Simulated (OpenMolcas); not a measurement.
Co2+ in a point-charge field

Co2+ among 6 point charges of -2 e arranged as an octahedron (Oh), 1.54 Å from the ion. The active orbitals were held to one l.

- Program: OpenMolcas
- Method: CASSCF
- Basis: ANO-RCC-VDZP [5s4p2d1f]
- Scalar Hamiltonian: DKH2, point nucleus
- Active space: 7 electrons in 5 orbitals (3d)
- State averaging: 2S+1 = 4 even, 10 roots; 2S+1 = 2 even, 40 roots
- Spin-orbit coupling: RASSI with atomic mean-field integrals over the reference wave functions

The lowest spin-free states (labels of O, the rotations of Oh), above the lowest:

```json
{"State": "4T1", "Degeneracy": "3", "E (cm-1)": "0.0", "Free-ion L (%)": "F (95)"}
{"State": "2E", "Degeneracy": "2", "E (cm-1)": "10462", "Free-ion L (%)": "G (48)"}
{"State": "4T2", "Degeneracy": "3", "E (cm-1)": "13739", "Free-ion L (%)": "F (100)"}
{"State": "2T1", "Degeneracy": "3", "E (cm-1)": "20055", "Free-ion L (%)": "G (55)"}
{"State": "2T2", "Degeneracy": "3", "E (cm-1)": "21970", "Free-ion L (%)": "G (69)"}
{"State": "2T1", "Degeneracy": "3", "E (cm-1)": "27684", "Free-ion L (%)": "P (64)"}
{"State": "4T1", "Degeneracy": "3", "E (cm-1)": "30051", "Free-ion L (%)": "P (95)"}
{"State": "4A2", "Degeneracy": "1", "E (cm-1)": "30281", "Free-ion L (%)": "F (100)"}
{"State": "2A1", "Degeneracy": "1", "E (cm-1)": "30853", "Free-ion L (%)": "G (100)"}
{"State": "2T2", "Degeneracy": "3", "E (cm-1)": "34704", "Free-ion L (%)": "H (61)"}
{"State": "2T1", "Degeneracy": "3", "E (cm-1)": "35607", "Free-ion L (%)": "H (67)"}
{"State": "2E", "Degeneracy": "2", "E (cm-1)": "37669", "Free-ion L (%)": "H (52)"}
{"State": "2T2", "Degeneracy": "3", "E (cm-1)": "43184", "Free-ion L (%)": "D (68)"}
{"State": "2T1", "Degeneracy": "3", "E (cm-1)": "45667", "Free-ion L (%)": "H (54)"}
{"State": "2E", "Degeneracy": "2", "E (cm-1)": "48119", "Free-ion L (%)": "G (51)"}
{"State": "2T2", "Degeneracy": "3", "E (cm-1)": "51235", "Free-ion L (%)": "F (90)"}
{"State": "2A2", "Degeneracy": "1", "E (cm-1)": "54992", "Free-ion L (%)": "F (100)"}
{"State": "2T1", "Degeneracy": "3", "E (cm-1)": "57136", "Free-ion L (%)": "F (65)"}
{"State": "2E", "Degeneracy": "2", "E (cm-1)": "77975", "Free-ion L (%)": "D (99)"}
{"State": "2T2", "Degeneracy": "3", "E (cm-1)": "81282", "Free-ion L (%)": "D (88)"}
```

The lowest levels with spin-orbit coupling:

```json
{"E (cm-1)": "0.0", "Degeneracy": "2", "Label": "Γ6", "2S+1": "4", "g": "4.35 4.35 4.35"}
{"E (cm-1)": "334.7", "Degeneracy": "4", "Label": "Γ8", "2S+1": "4", "g": ""}
{"E (cm-1)": "870.4", "Degeneracy": "4", "Label": "Γ8", "2S+1": "4", "g": ""}
{"E (cm-1)": "944.1", "Degeneracy": "2", "Label": "Γ7", "2S+1": "4", "g": "0.99 0.99 0.99"}
{"E (cm-1)": "11073", "Degeneracy": "4", "Label": "Γ8", "2S+1": "2", "g": ""}
{"E (cm-1)": "14206", "Degeneracy": "2", "Label": "Γ6", "2S+1": "4", "g": "2.42 2.42 2.42"}
{"E (cm-1)": "14235", "Degeneracy": "4", "Label": "Γ8", "2S+1": "4", "g": ""}
{"E (cm-1)": "14339", "Degeneracy": "4", "Label": "Γ8", "2S+1": "4", "g": ""}
{"E (cm-1)": "14526", "Degeneracy": "2", "Label": "Γ7", "2S+1": "4", "g": "2.90 2.90 2.90"}
{"E (cm-1)": "20520", "Degeneracy": "4", "Label": "Γ8", "2S+1": "2", "g": ""}
{"E (cm-1)": "20890", "Degeneracy": "2", "Label": "Γ6", "2S+1": "2", "g": "1.27 1.27 1.27"}
{"E (cm-1)": "22542", "Degeneracy": "4", "Label": "Γ8", "2S+1": "2", "g": ""}
{"E (cm-1)": "22829", "Degeneracy": "2", "Label": "Γ7", "2S+1": "2", "g": "0.88 0.88 0.88"}
{"E (cm-1)": "27892", "Degeneracy": "4", "Label": "Γ8", "2S+1": "2", "g": ""}
{"E (cm-1)": "28446", "Degeneracy": "2", "Label": "Γ6", "2S+1": "2", "g": "1.06 1.06 1.06"}
{"E (cm-1)": "30405", "Degeneracy": "2", "Label": "Γ7", "2S+1": "4", "g": "2.57 2.57 2.57"}
{"E (cm-1)": "30415", "Degeneracy": "4", "Label": "Γ8", "2S+1": "4", "g": ""}
{"E (cm-1)": "30849", "Degeneracy": "4", "Label": "Γ8", "2S+1": "4", "g": ""}
{"E (cm-1)": "31025", "Degeneracy": "4", "Label": "Γ8", "2S+1": "4", "g": ""}
{"E (cm-1)": "31048", "Degeneracy": "2", "Label": "Γ6", "2S+1": "4 (81 %)", "g": "2.58 2.58 2.58"}
```

Powder χT (cm3 K/mol): 1.79 at 2 K, 1.88 at 10 K, 2.29 at 50 K, 2.76 at 100 K, 3.27 at 200 K, 3.39 at 300 K. The effective moment at 300 K is 2.828 √(χT) = 5.21 μB.

The lowest level has 2S+1 = 4, for which the spin-only value is χT = S(S+1) / 2 = 1.875 cm3 K/mol (g = 2). The computed 3.395 at 300 K differs by +1.520, through orbital momentum, spin-orbit coupling and any other state in reach. With a threefold ground state the orbital momentum is unquenched, so the spin-only value is not expected to hold.

An orbital triplet at a regular site is open to Jahn-Teller coupling, which can distort the site and quench the lowest spin-orbit gaps and is left out. Without dynamic correlation the repulsion within the d shell is too large (B by tens of per cent), so at a given field states of lower spin stand too high. This is an electrostatic model: the charges have no orbitals. No measured value stands beside these numbers.
